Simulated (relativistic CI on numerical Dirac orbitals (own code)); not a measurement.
**Co4+: L2,3 absorption edge**

Computed with this model: Dirac-Coulomb-Breit CI, separate exchange-only KLI orbitals for each configuration, model QED, valence Slater integrals scaled by 0.7, multiplet model of core-to-valence dipole absorption; configurations [Ar] 3d5 → [He] 2s2 2p5 3s2 3p6 3d6; 10 K; Lorentzian 0.4 eV and Gaussian 0.3 eV FWHM. Energies are those of the free ion, without screening or charge transfer. The branching ratio is the share of the lower-energy edge in the whole absorption, uncertain by about 0.02 where the edges overlap. S is read from ⟨S²⟩ = S(S + 1).

Field parameters in Wybourne normalisation: D4h B²₀ = −7Ds, B⁴₀ = 21(Dq − Dt), B⁴₄ = 21√(5/14) Dq. The field is a parameter set, without covalency.

free ion: ground-state S = 2.50, centroid 790.98 eV, branching ratio 0.755. Peaks (eV, height): 786.5 (100), 787.8 (36), 790.8 (12), 801.1 (20), 803.0 (32).

D4h, 10Dq = 19900, Ds = -1500, Dt = 750 cm⁻¹: ground-state S = 2.50, centroid 790.92 eV, branching ratio 0.758. Peaks (eV, height): 783.7 (11), 784.9 (33), 787.1 (100), 788.3 (28), 790.6 (8), 791.7 (6), 799.6 (7), 800.7 (12), 802.4 (20), 803.6 (18).

D4h, 10Dq = 19900, Ds = -860, Dt = 750 cm⁻¹: ground-state S = 2.50, centroid 790.92 eV, branching ratio 0.758. Peaks (eV, height): 783.8 (9), 784.9 (31), 786.9 (100), 788.4 (26), 790.5 (8), 799.8 (7), 800.5 (11), 802.4 (21), 803.7 (16).

D4h, 10Dq = 19900, Ds = 430, Dt = 750 cm⁻¹: ground-state S = 2.50, centroid 790.92 eV, branching ratio 0.758. Peaks (eV, height): 784.9 (38), 787.1 (100), 788.4 (33), 790.5 (10), 791.7 (7), 800.3 (17), 802.4 (26), 803.2 (18), 804.1 (15).

D4h, 10Dq = 19900, Ds = 1070, Dt = 750 cm⁻¹: ground-state S = 2.50, centroid 790.92 eV, branching ratio 0.758. Peaks (eV, height): 784.9 (43), 786.5 (85), 787.3 (100), 788.5 (36), 790.6 (11), 800.3 (21), 802.3 (25), 803.2 (21), 804.2 (14).

D4h, 10Dq = 19900, Ds = 1710, Dt = 750 cm⁻¹: ground-state S = 2.50, centroid 790.91 eV, branching ratio 0.758. Peaks (eV, height): 784.9 (44), 786.3 (93), 787.4 (100), 788.6 (40), 790.5 (13), 800.3 (22), 802.2 (26), 803.2 (23), 804.4 (14).

The statistical ratio of this edge is 2/3 = 0.667. Values above it arise where the holes sit mainly in the j = l + 1/2 valence subshell or the ground state has high spin; values below it where core-valence Coulomb terms move weight to the upper edge, as in nearly empty shells.

Strongest unbroadened transitions for D4h, 10Dq = 19900, Ds = 430, Dt = 750 cm⁻¹:

| Energy (eV) | Relative strength |
| --- | --- |
| 784.69 | 45.5 |
| 784.87 | 52.1 |
| 784.88 | 35.0 |
| 786.56 | 29.7 |
| 786.57 | 86.3 |
| 786.61 | 100.0 |
| 786.64 | 63.5 |
| 787.05 | 39.3 |
| 787.08 | 65.9 |
| 787.09 | 34.8 |
| 787.11 | 33.5 |
| 787.14 | 68.8 |
| 787.17 | 30.9 |
| 787.18 | 60.0 |
| 788.49 | 34.5 |
| 800.30 | 38.2 |
| 802.47 | 33.7 |
| 803.15 | 37.5 |
